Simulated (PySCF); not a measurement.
Molfile (atoms numbered from 1):
```
C2H8N2Si2
     RDKit          3D

 14 13  0  0  0  0  0  0  0  0999 V2000
    2.1991   -0.6659   -0.2194 C   0  0  0  0  0  0  0  0  0  0  0  0
    0.7009    0.4296    0.1525 Si  0  0  1  0  0  4  0  0  0  0  0  0
    0.3619    1.5073   -1.3424 C   0  0  0  0  0  0  0  0  0  0  0  0
    0.1504    2.1732   -2.2502 N   0  0  0  0  0  0  0  0  0  0  0  0
   -0.6893   -0.5680    0.3786 N   0  0  0  0  0  0  0  0  0  0  0  0
   -2.3521   -0.0863    0.5533 Si  0  0  0  0  0  4  0  0  0  0  0  0
    2.3881   -1.3588    0.5956 H   0  0  0  0  0  0  0  0  0  0  0  0
    2.0548   -1.2484   -1.1252 H   0  0  0  0  0  0  0  0  0  0  0  0
    3.0927   -0.0651   -0.3547 H   0  0  0  0  0  0  0  0  0  0  0  0
    0.9167    1.3550    1.2728 H   0  0  0  0  0  0  0  0  0  0  0  0
   -0.5038   -1.5480    0.5126 H   0  0  0  0  0  0  0  0  0  0  0  0
   -2.7233    0.7065   -0.6148 H   0  0  0  0  0  0  0  0  0  0  0  0
   -2.4996    0.7094    1.7752 H   0  0  0  0  0  0  0  0  0  0  0  0
   -3.0972   -1.3410    0.6439 H   0  0  0  0  0  0  0  0  0  0  0  0
  1  2  1  0
  2  3  1  0
  3  4  3  0
  2  5  1  0
  5  6  1  0
  1  7  1  0
  1  8  1  0
  1  9  1  0
  2 10  1  1
  5 11  1  0
  6 12  1  0
  6 13  1  0
  6 14  1  0
M  END
```

Geometry: GFN2-xTB; GIAO absolute shieldings from PySCF 2.14.0 with density-fitted response routines, gas phase, non-relativistic, averaged over equivalent atoms.

At PBE0/pcSseg-1 (156 basis functions, 15 s wall time on 1 thread of an Arm Neoverse V2, shared host):
```tsv
atoms	σ (ppm)
C3	61.0
C1	188.6
Si2	390.7
Si6	405.1
N4	-90.8
N5	264.8
H10	26.67
H12/H13/H14	26.87
H7/H8/H9	31.25
H11	31.91
```

Task: Predict the values at mPW1PW91/pcSseg-1 on the same geometry.

Result: 
| atoms | σ at mPW1PW91/pcSseg-1 | change |
| --- | --- | --- |
| C3 | 60.4 | -0.6 |
| C1 | 187.6 | -1.0 |
| Si2 | 389.6 | -1.1 |
| Si6 | 403.4 | -1.7 |
| N4 | -91.3 | -0.5 |
| N5 | 264.0 | -0.8 |
| H10 | 26.76 | +0.09 |
| H12/H13/H14 | 26.97 | +0.10 |
| H7/H8/H9 | 31.30 | +0.05 |
| H11 | 31.95 | +0.04 |

The largest change is at Si6 (silicon bonded to N, 3 H). Cost: 156 basis functions, 19 s wall time on 1 thread of an Arm Neoverse V2, shared host.
